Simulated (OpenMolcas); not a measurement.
Li: from CASSCF to CASPT2

```json
{"Program": "OpenMolcas", "Basis": "ANO-RCC-VDZP [3s2p1d]", "Scalar Hamiltonian": "DKH4, point nucleus", "Active space": "1 electron in 4 orbitals (2s 2p)", "State averaging": "2S+1 = 2 even, 1 root; 2S+1 = 2 odd, 3 roots", "Spin-orbit coupling": "state interaction with AMFI integrals over the reference wave functions, term energies averaged over their components"}
```

Methods on the same reference wave functions:
A. CASSCF
B. SS-CASPT2, IPEA 0.25 Eh, imaginary shift 0.1 Eh (closed shells correlated: 1s)

Energies in cm-1 above 2s 2S 1/2, the measured ground level; measured values from NIST Handbook of Basic Atomic Spectroscopic Data.

```json
{"Level": "2s 2S 1/2", "A": "0.0", "B": "0.0", "Measured": "0.0"}
{"Level": "2p 2P* 1/2", "A": "14898", "B": "14839", "Measured": "14904"}
{"Level": "2p 2P* 3/2", "A": "14898", "B": "14839", "Measured": "14904"}
```

Deviations, from unrounded energies. A percentage is the sum of absolute deviations over the sum of measured energies, with the sign that they share, or ± where signs differ.

| Against measurement | Levels | A | B |
| --- | --- | --- | --- |
| mean absolute deviation (cm-1) | 2 | 5.8 | 65 |
| other configurations (%) | 2 | -0.0 | -0.4 |

A lies closest to measurement on these levels. The largest miss of A in the table is 2p 2P* 3/2, by -6 cm-1. The ranking rests on the paired levels alone, and a cruder setting can come out closer through cancelling errors.

The lowest spin-free term lies below A's lowest term by 0.014 hartree in B.

ANO sets are built for ground and valence states and can reach diffuse excited orbitals poorly. With one active electron the reference holds no correlation, so core polarisation is missing (holds for A). With one active electron, CASPT2 adds the correlation within the correlated inactive shells and between them and that electron, and leaves the splitting within a term as the reference gives it (holds for B). Computed and measured levels are paired by configuration, term and J; levels that our copy of the source lacks, or whose pairing is in doubt (as where it misses far off the trend of its configuration), stay unpaired and out of the deviations. Levels of configurations outside the active space are missing.

* marks odd parity.
